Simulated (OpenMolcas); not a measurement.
**Pr3+: effect of the active space**

* Program: OpenMolcas 26.06
* Method: CASSCF or its RAS form
* Basis: ANO-RCC-VTZP
* Scalar Hamiltonian: DKH2, point nucleus
* Spin-orbit coupling: state interaction with AMFI integrals over the reference wave functions, term energies averaged over their components

A. 2 electrons in 7 orbitals (4f); 2S+1 = 3 even, 21 roots; 2S+1 = 1 even, 28 roots; cost roughly 22 core-seconds
B. 2 electrons in 12 orbitals (RAS2 4f; RAS3 5d, at most 1 electron); 2S+1 = 3 even, 21 roots; 2S+1 = 1 even, 28 roots; 2S+1 = 3 odd, 35 roots; 2S+1 = 1 odd, 35 roots; cost of the order of 70 core-seconds
C. 2 electrons in 14 orbitals (4f 5f); 2S+1 = 3 even, 21 roots; 2S+1 = 1 even, 27 roots; cost of the order of 26 core-seconds

Energies in eV above 4f2 3H4, the measured ground level; measured values from Martin, Zalubas and Hagan, Atomic Energy Levels: The Rare-Earth Elements, NSRDS-NBS 60 (1978).

| Level | A | B | C | Measured |
| --- | --- | --- | --- | --- |
| 4f2 3H4 | 0.0000 | 0.0000 | 0.0000 | 0.0000 |
| 4f2 3H5 | 0.2819 | 0.2819 | 0.2842 | 0.2668 |
| 4f2 3H6 | 0.5803 | 0.5803 | 0.5838 | 0.5442 |
| 4f2 3F2 | 0.8424 | 0.8424 | 0.8313 | 0.6195 |
| 4f2 3F3 | 1.0232 | 1.0232 | 1.0122 | 0.7954 |
| 4f2 3F4 [51 %] | 1.4106 | 1.4106 | 1.3925 |  |
| 4f2 1D2 | 2.9119 | 2.9119 | 2.8486 | 2.1492 |
| 4f2 1I6 | 3.4826 | 3.4826 | 3.4014 | 2.7539 |
| 4f2 3P0 | 3.6627 | 3.6627 | 3.5904 | 2.6520 |
| 4f2 3P1 | 3.7414 | 3.7414 | 3.6396 | 2.7286 |
| 4f2 3P2 | 3.8907 | 3.8907 | 3.7864 | 2.8715 |

Deviations, from unrounded energies. A percentage is the sum of absolute deviations over the sum of measured energies, with the sign that they share, or ± where signs differ.

```
                        Against measurement  Levels      A      B      C
             mean absolute deviation (cm-1)       9   4500   4500   4100
      fine structure of the ground term (%)       2   +6.3   +6.3   +7.0
other terms of the ground configuration (%)       7  +34.2  +34.2  +31.2
```

C lies closest to measurement on these levels and A furthest from it. The largest miss of C in the table is 4f2 3P0, by +7600 cm-1. The ranking rests on the paired levels alone, and a cruder setting can come out closer through cancelling errors.

The spin-orbit steps hold different terms of 4f2 (C lacks 1S), which shifts levels as well.

Among A to C the level of the table that moves most is 4f2 3P2, by 840 cm-1 (lowest in C, highest in A).

Without dynamic correlation excited terms often stand tens of per cent too high (terms of higher spin than the ground term too low), and those without a measured partner can miss by more than the paired ones. Some levels mix across a computed gap that differs much from the measured one, so their mixing is not that of the real levels (holds for A; B). Active for correlation alone: 5f; no level in the range computed is led by a configuration that fills it, so any true level of that kind is missing (holds for C). Measured partners are found by configuration, term and J. A level has none where our copy of the source lacks it or the pairing is in doubt (some pairs that miss far off the trend of their configuration count as doubtful), and it then counts in no deviation. Levels of configurations outside the active space are missing. Levels that lie high or do not pair safely by name in every column are left out.

A share in square brackets marks a mixed level and gives the weight of the term that names it, the lowest over the columns.
